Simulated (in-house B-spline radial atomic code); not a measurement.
Results of a calculation; reference values are marked as such.
**Building a PAW s channel for Rb, r_c = 3.07 bohr**

Rb, [Kr] 5s1, non-relativistic PBE, spherical and spin-unpolarised, from an all-electron radial atomic-structure program (B-spline basis) (atomic units; all potentials screened as in the neutral atom).

Two all-electron partial waves φ1, φ2 are integrated outwards at E1 = ε(5s) = -0.080846 and E2 = E1 + 2 hartree; φ1 is the bound orbital and φ2 has unit norm inside r_c = 3.067 bohr. Smooth partners are polynomials, r^1(a0 + a1 r² + a2 r⁴ + a3 r⁶), matched to φ and three derivatives at r_c, with no condition on the norm. The local potential is -2.52784 + (0.618463) r² + (-0.0624825) r⁴ + (0.0022975) r⁶ inside 2.627 bohr and the all-electron one outside.

| wave | φ(r_c) | φ'(r_c) | a0 | a1 | a2 | a3 |
| --- | --- | --- | --- | --- | --- | --- |
| 1 | 0.3714372 | 0.1718687 | -0.1023925 | 0.05615361 | -0.004648317 | 0.0001280602 |
| 2 | 0.5717983 | 1.816562 | -2.175508 | 0.4099282 | -0.01628753 | -6.353267e-05 |

Inside r_c the overlaps are <φi φj> = [[0.09708, -0.14412], [-0.14412, 1.00000]] and, for the smooth waves, [[0.07720, -0.07025], [-0.07025, 5.66326]]. With χj = (Ej − T − V_local) applied to smooth wave j, the program's quadrature gives the matrix B_ij = <smooth i, χj> as [[0.01723, -0.12375], [-0.27148, 15.78440]].

(1) Check the match of the first wave, and find the augmentation charges q_ij.

(2) B isn't symmetric. Show that D_ij = B_ij + Ej q_ij is.

Solving (T + V_local + Σ p D p) ψ = E (1 + Σ p q p) ψ in a sphere of 9 bohr, whose wall lifts the free-atom level a little, gives these levels:

```csv
all-electron,one projector,two projectors
-0.067664,-0.615993,-3.954450
0.193670,-0.067672,-0.067667
0.614318,0.187742,0.192492
1.193640,0.553691,0.608482
1.917860,0.992754,1.186870
```

(3) What does the second projector gain?

Results:

(1) At r_c the four terms are -0.31404, 1.62001, -1.26143, 0.32690, which sum to 0.3714, φ1(r_c) to rounding. q_ij is the all-electron overlap less the smooth one: [[0.01988, -0.07387], [-0.07387, -4.66326]]. The smooth first wave has a norm of 0.0772 inside r_c against 0.0971, and q11 > 0 puts back the missing charge.

(2) Integrating by parts gives B12 − B21 = (E1 − E2) q12: -0.12375 − (-0.27148) = 0.14773, and −2 × (-0.07387) = 0.14773. So D12 = -0.12375 + (1.919154)(-0.07387) = -0.26551 and D21 = -0.27148 + (-0.080846)(-0.07387) = -0.26551; D11 = 0.01562, D22 = 6.83489. The projectors, p = (B⁻¹)ᵀ χ, are dual to the smooth waves; det B = 0.24.

(3) With one projector a ghost lies below the reference level, so the set fails. With two a ghost lies below the reference level, so the set fails. The lowest eigenvalue of the overlap operator is 1 with one and 0.03326 with two projectors. The smooth orbital alone needs a cutoff of 1.69 hartree for 1 millihartree of kinetic energy, against 3.18 for a norm-conserving Troullier-Martins orbital of the same radius, which is no gain while the set fails. The first smooth wave changes sign inside r_c, since a0 and φ(r_c) differ in sign; such a node invites a ghost below the level.
